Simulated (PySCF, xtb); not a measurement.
C2H7S, SMILES C[SH+]C, charge +1.

xtb with GFN2-xTB at its own geometry gives an orbital gap of 6.37 eV.

Geometry optimised at B3LYP-D3(BJ)/def2-SVP. The isomer is the one that the SMILES or the coordinates give; other isomers of the formula were not compared.

Question: What does PBE/def2-TZVPD (PySCF) give? (Estimate from the structure and the level; the computed values follow.)

Answer: gap 7.06 eV (levels -13.77 and -6.72 eV).
